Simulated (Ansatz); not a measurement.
The cluster Li₃Cl₂. Total charge 0; doublet. Geometry PBE0-D4/def2-TZVP; atoms count from 1.

```xyz
5

Li    1.141   -0.152    1.170
Li   -1.561    0.380    0.173
Li    0.182   -0.196   -1.587
Cl   -0.246   -1.610    0.271
Cl    0.484    1.578   -0.027
```

Another isomer (doublet) lies 0.46 eV lower at PBE0-D4/def2-TZVP; other spin states weren't run for this one.

Q: Estimate the Mulliken populations from the PBE0/def2-TZVP orbitals of Ansatz.

A: 
```
atom  charge (e)  spin (α − β)
 Li1        0.64          0.12
 Li2        0.35          0.46
 Li3        0.36          0.45
 Cl4       -0.67         -0.01
 Cl5       -0.67         -0.01
```
Mulliken values and Mayer orders depend strongly on the basis.

Q: Where does the spin sit?

A: Summed by element: Li 1.03, Cl -0.03, of 1 unpaired in all. Largest on single atoms: Li2 0.46, Li3 0.45, Li1 0.12.

Q: And the Mayer bond orders between bonded heavy atoms (over 0.3)?

A: Li2–Li3 0.41 (2.54 Å).
